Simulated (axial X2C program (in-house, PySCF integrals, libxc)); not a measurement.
**Excited states of TeF⁻ by EOM-EE-CCSD**

Calculated with an axial X2C code built on PySCF integrals: two-component X2C with atomic mean-field Coulomb and Gaunt terms, Gaussian nuclei, basis Te dyall-acv3z, F dyall-av3z with contracted cores.

R = 2.010 Å (near the PBE0 minimum at charge -1 of the determinant lowest at the starting distance; the state shown can have its own minimum elsewhere).

Hartree–Fock spinors of TeF⁻ (one of each Kramers pair; a window near the gap, which can cut inner shells):

```json
{"ω": "1/2", "occupied": "yes", "ε (eV)": "-15.10", "character": "59% Te s, 35% F p, 3% F s"}
{"ω": "1/2", "occupied": "yes", "ε (eV)": "-10.86", "character": "93% F p, 3% Te p, 2% Te f"}
{"ω": "3/2", "occupied": "yes", "ε (eV)": "-10.80", "character": "93% F p, 2% Te p, 2% Te f"}
{"ω": "1/2", "occupied": "yes", "ε (eV)": "-9.66", "character": "58% F p, 22% Te s, 16% Te p"}
{"ω": "1/2", "occupied": "yes", "ε (eV)": "-2.97", "character": "90% Te p, 5% F p"}
{"ω": "3/2", "occupied": "yes", "ε (eV)": "-2.32", "character": "91% Te p, 5% F p"}
{"ω": "1/2", "occupied": "no", "ε (eV)": "4.41", "character": "85% Te p, 12% Te s, 2% Te d"}
{"ω": "1/2", "occupied": "no", "ε (eV)": "4.90", "character": "99% Te p"}
{"ω": "3/2", "occupied": "no", "ε (eV)": "4.95", "character": "99% Te p"}
{"ω": "1/2", "occupied": "no", "ε (eV)": "5.37", "character": "76% Te s, 12% Te p, 10% F p"}
{"ω": "1/2", "occupied": "no", "ε (eV)": "7.03", "character": "67% Te p, 14% Te d, 7% F s"}
{"ω": "1/2", "occupied": "no", "ε (eV)": "7.56", "character": "65% F p, 22% Te d, 10% Te s"}
```

Vertical excitation energies from the closed-shell determinant state of TeF⁻:

```tsv
Ω	excitation (eV)	cm⁻¹	hole of the leading pair	particle of the leading pair	weight of the pair (for Ω = 0 its time-reversed partner can hold as much again)	singles weight
2	1.400	11289	89% Te pπ, 6% F pπ	68% Te pσ, 13% Te dσ, 7% F pσ	0.95	0.96
1	1.543	12443	89% Te pπ, 7% F pπ	68% Te pσ, 13% Te dσ, 7% F pσ	0.73	0.96
0⁻	1.822	14696	87% Te pπ, 7% F pπ	68% Te pσ, 13% Te dσ, 8% F pσ	0.47	0.95
0⁺	1.844	14871	87% Te pπ, 7% F pπ	68% Te pσ, 13% Te dσ, 8% F pσ	0.47	0.95
1	2.335	18836	87% Te pπ, 7% F pπ	69% Te pσ, 12% Te dσ, 7% F pσ	0.72	0.95
2	3.162	25507	89% Te pπ, 6% F pπ	79% Te sσ, 17% Te pσ	0.94	0.95
1	3.245	26170	89% Te pπ, 6% F pπ	78% Te sσ, 17% Te pσ	0.90	0.95
1	3.591	28963	89% Te pπ, 6% F pπ	97% Te pπ	0.90	0.95
0⁻	3.607	29096	89% Te pπ, 6% F pπ	98% Te pπ	0.44	0.95
3	3.651	29444	89% Te pπ, 6% F pπ	98% Te pπ	0.95	0.95
2	3.658	29507	89% Te pπ, 6% F pπ	97% Te pπ	0.94	0.95
0⁻	3.665	29560	88% Te pπ, 6% F pπ	79% Te sσ, 17% Te pσ	0.46	0.94
0⁺	3.666	29569	88% Te pπ, 6% F pπ	79% Te sσ, 17% Te pσ	0.47	0.94
```

This point took 85 s on 1 thread of Arm Neoverse N1, with other jobs on the host.

Reference electrons by ω block (each with its −ω partner): 1/2: 20, 3/2: 9, 5/2: 2. 14 electrons of TeF⁻ correlated (inner shells frozen), 88 natural virtual spinors (a truncated set); levels can be off by some tenths of an eV. Roots sought by Ω: (0: 5, 1: 4, 2: 3, 3: 1); rows need 60 % singles weight and stop where some Ω has no more roots. Missing are any skipped roots, higher Ω and states of a further excitation; these come out far too high here and may in truth be low or lowest. T1 of the reference 0.017 (Lee–Taylor). The highest Hartree–Fock level of the anion lies at -2.32 eV; relaxation, partly offset by correlation, puts the detachment threshold some tenths of an eV to over one eV lower in magnitude, and states above it are held by the basis set and are not bound. Number of frozen shells: Te 4 s, 3 p, 2 d; F 1 s.
